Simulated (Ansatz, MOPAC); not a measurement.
System: H₂F (cation, charge +1), singlet: symmetric bend, bond length relaxed. Scanned: H-F-H angle. Other coordinates (F-H bond length) were minimised at PBE0/def2-TZVP.

Levels of theory: PM3, restricted, heats of formation (MOPAC); FCI/cc-pVDZ = full CI/cc-pVDZ, frozen core (Ansatz, an electronic-structure program); MP2/cc-pVDZ = Ansatz with MP2 on RHF/cc-pVDZ, frozen core.

Energies in kJ/mol, each method relative to its own lowest point.

| a / ° | PM3 | FCI/cc-pVDZ | MP2/cc-pVDZ |
|---|---|---|---|
| 180 | 0.0 | 77.3 | 75.2 |
| 170.01 | (withheld) | 73.5 | 71.5 |
| 163.35 | 0.6 | 67.2 | 65.4 |
| 156.89 | 1.3 | 58.7 | 57.2 |
| 147.78 | (withheld) | 44.3 | 43.2 |
| 141.66 | 5.1 | 33.9 | 33.1 |
| 130.94 | (withheld) | 16.8 | 16.4 |
| 123.07 | 18.3 | 6.9 | 6.7 |
| 116.28 | 27.2 | 1.4 | 1.4 |
| 108.02 | (withheld) | 0.0 | 0.0 |
| 98.79 | 64.2 | 7.0 | 6.9 |
| 92.58 | 82.2 | 17.8 | 17.6 |
| 84.52 | 108.0 | 40.4 | 39.9 |
| 77.22 | 132.6 | 70.0 | 69.3 |
| 66.22 | (withheld) | 133.0 | 132.3 |
| 60 | 193.7 | 179.8 | 179.7 |

Question: What belongs in the gaps?

Answer: 
- 170.01, PM3: 0.2
- 147.78, PM3: 3.0
- 130.94, PM3: 11.1
- 108.02, PM3: 42.0
- 66.22, PM3: 170.5
